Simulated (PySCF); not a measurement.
Species: C₆H₁₁NS.
Cartesian coordinates in Å at the GFN2-xTB level; atoms count from 1:
```
atom  x, y, z in Å
C1     2.5770    1.1592    0.4928
C2     1.9991    0.1268   -0.0929
C3     1.1431   -0.8833    0.6150
C4    -0.1382   -1.1456   -0.1349
S5    -0.2563   -2.5119   -1.0518
N6    -1.1250   -0.2450   -0.0437
C7    -1.0182    0.9629    0.7421
C8    -2.4106   -0.4678   -0.6587
H9     2.4623    1.3533    1.5480
H10    3.2031    1.8450   -0.0519
H11    2.1364   -0.0569   -1.1501
H12    0.9430   -0.5665    1.6412
H13    1.6913   -1.8286    0.6453
H14   -1.2045    0.7636    1.8025
H15   -1.7637    1.6739    0.3898
H16   -0.0330    1.4128    0.6311
H17   -2.5939    0.2762   -1.4369
H18   -2.4228   -1.4603   -1.1051
H19   -3.1989   -0.3986    0.0933
```

Computed, not measured: TDDFT PBE0/def2-SVPD, vertical, gas phase, core orbitals frozen in the response in PySCF 2.14.0, density-fitted response routines.

Computed states:

```csv
state,E (eV),f
S1,3.40,0.0004
S2,4.86,0.012
S3,4.97,0.177
S4,5.44,0.023
S5,5.50,0.081
S6,5.87,0.038
```

Each state is given a Gaussian of 0.3 eV full width at half maximum, with ε(max) = 2.175×10⁸ f / Δν̃ (Δν̃ the width in cm⁻¹). The width is an assumption, not a result. The curve ends short of the highest state used, and states not computed would add to its high-energy end.

Task: What does the envelope look like, and where are its maxima?

Result: 
(λ (nm), ε (L mol⁻¹ cm⁻¹)): (235.2, 3351), (240.4, 5672), (245.7, 13503), (251.0, 16398), (256.3, 10505), (261.5, 3976), (266.8, 932), (272.1, 148), (277.3, 18), (282.6, 2), (287.9, 0), (293.2, 0), (298.4, 0), (303.7, 0), (309.0, 0), (314.2, 0), (319.5, 0), (324.8, 0), (330.1, 1), (335.3, 2), (340.6, 6), (345.9, 13), (351.1, 21), (356.4, 30), (361.7, 34), (366.9, 34), (372.2, 30), (377.5, 22), (382.8, 15), (388.0, 9), (393.3, 5), (398.6, 2), (403.8, 1), (409.1, 0), (414.4, 0), (419.7, 0)

Maxima: 364 nm (3.40 eV), ε about 35, made up of S1 (100%); 250 nm (4.96 eV), ε about 17000, made up of S3 (95%) (ε in L mol⁻¹ cm⁻¹; maxima over ε = 5, shares over 10%). At its high-energy end, 5.27 eV, the curve is still rising (ε about 3300, from S3, S4 and S5).

Task: What would ε be at 4.96 eV, the highest of these maxima, with half the width (0.15 eV)?

Result: About 32200 L mol⁻¹ cm⁻¹ against 16700, a factor of about 1.9; a lone state at its own centre would give exactly 2.

Task: Coming from long wavelengths, where does ε first pass 100 L mol⁻¹ cm⁻¹?

Result: At about 273 nm (4.54 eV), 1.14 eV above S1.

Task: On this curve, what absorbance would a 10⁻⁵ mol/L sample give at 280 nm over a 1 cm path?

Result: 280 nm is 4.428 eV, where ε is about 5.2 L mol⁻¹ cm⁻¹, so A = ε c l ≈ 5.2e-05 (Beer–Lambert, with the gas-phase spectrum and the assumed width).

On one thread, Arm Neoverse N1 (aarch64) (shared host), this took 89 s and 1.1 GiB of memory at its peak.

One conformer stands for the species.
